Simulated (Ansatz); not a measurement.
The cluster AgBr2⁻, relaxed as a quintet with UKS PBE-D4/def2-TZVPD in Ansatz, starting from the PBE-D4/def2-TZVPD geometry of the charge -1 singlet. Force threshold 0.02 eV/Å.

In the def2 sets Ag takes a core potential; there is no spin–orbit coupling. The highest occupied level of the charge -1 quintet lies above zero (up to 2.24 eV). The electron is either unbound and held by the finite basis, or the level is raised by self-interaction error. The gap within one spin of the charge -1 quintet nearly closes, so an electron or hole may be smeared out by delocalisation error. At PBE-D4/def2-TZVPD a singlet of charge -1 lies 9.17 eV below the quintet, each at its own geometry. The structure comes from a short search, and lower isomers may exist.

Start:

```xyz
3

Ag    0.000    0.000    0.000
Br    0.180   -1.487   -1.965
Br   -0.180    1.486    1.965
```

| step | energy (eV) | largest force component (eV/Å) | SCF passes |
| --- | --- | --- | --- |
| 1 | -144068.3241 | 0.966 | 107 |
| 2 | -144068.5610 | 0.286 | 220 |
| 3 | -144068.5998 | 0.189 | 272 |
| 4 | -144068.6555 | 0.054 | 163 |
| 5 | -144068.6570 | 0.038 | 139 |
| 6 | -144068.6581 | 0.008 | 34 |

Force components are those of the run's own axes.

End:

Cartesian coordinates in Å:
```
Ag 0.000 -0.002 -0.004
Br 0.211 -1.738 -2.297
Br -0.211 1.740 2.301
```

By distances, no bond broke or formed. The bond that changes most is Ag1–Br3, from 2.47 to 2.90 Å (atoms count from 1).

No frequencies were taken in this run, so the end may be a saddle point.

It took 89 s on 4 threads of Arm Neoverse V1 on a shared host.
